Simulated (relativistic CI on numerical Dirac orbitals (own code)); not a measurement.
# Slater and spin-orbit integrals, S7+

Method of calculation: Dirac-Coulomb-Breit CI, separate exchange-only KLI orbitals for each configuration, model QED, unscaled Slater integrals (own radial code, finite nucleus).

Slater integrals F^k, G^k are unscaled and averaged over j, outside the closed core 1s2; ζ comes from projecting the Hamiltonian with its Breit term on Σ l·s of the shell.

- 2s²2p⁵: ζ(2p) = 6672.7 cm⁻¹; <r>(2p) = 0.4187, <r^2>(2p) = 0.2161 (bohr units).
- 2s²2p⁴3s: F^2(2p,2p) = 231910, ζ(2p) = 7135.2, G^1(2p,3s) = 19624 cm⁻¹; <r>(2p) = 0.4063, <r^2>(2p) = 0.2028, <r>(3s) = 1.232, <r^2>(3s) = 1.723 (bohr units).
- 2s²2p⁴3p: F^2(2p,2p) = 231460, ζ(2p) = 7136.3, F^2(2p,3p) = 46993, G^0(2p,3p) = 19119, G^2(2p,3p) = 20148, ζ(3p) = 1276.6 cm⁻¹; <r>(2p) = 0.4069, <r^2>(2p) = 0.2036, <r>(3p) = 1.258, <r^2>(3p) = 1.818 (bohr units).

Averages of the first 10 configurations, taken without configuration mixing, which lowers the lowest level and can move excited configurations by several eV; other configurations of the list can lie among them:

```json
{"Configuration": "2s²2p⁵", "Parity": "odd", "States": "6", "Average energy above the lowest level (eV)": "0.6"}
{"Configuration": "2s2p⁶", "Parity": "even", "States": "2", "Average energy above the lowest level (eV)": "65.0"}
{"Configuration": "2s²2p⁴3s", "Parity": "even", "States": "30", "Average energy above the lowest level (eV)": "197.4"}
{"Configuration": "2s²2p⁴3p", "Parity": "odd", "States": "90", "Average energy above the lowest level (eV)": "211.9"}
{"Configuration": "2p⁶3s", "Parity": "even", "States": "2", "Average energy above the lowest level (eV)": "325.7"}
{"Configuration": "2s²2p⁴3d", "Parity": "even", "States": "150", "Average energy above the lowest level (eV)": "229.9"}
{"Configuration": "2p⁶3p", "Parity": "odd", "States": "6", "Average energy above the lowest level (eV)": "338.8"}
{"Configuration": "2s2p⁵3s", "Parity": "odd", "States": "24", "Average energy above the lowest level (eV)": "256.5"}
{"Configuration": "2p⁶3d", "Parity": "even", "States": "10", "Average energy above the lowest level (eV)": "356.6"}
{"Configuration": "2s²2p⁴4s", "Parity": "even", "States": "30", "Average energy above the lowest level (eV)": "262.7"}
```
